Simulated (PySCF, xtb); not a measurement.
SiBr2F2, SMILES F[Si](Br)(Br)F.

xtb with GFN2-xTB at its own geometry gives an orbital gap of 6.62 eV and a dipole moment of 2.00 D.

Coordinates come from a PBE0-D3(BJ)/def2-SVP optimisation.

Task: What does PBE0/def2-TZVP (PySCF) give? (The exact figures need the calculation; the answer reports its results.)

Result: gap 8.26 eV (levels -9.12 and -0.85 eV), dipole 1.04 D.
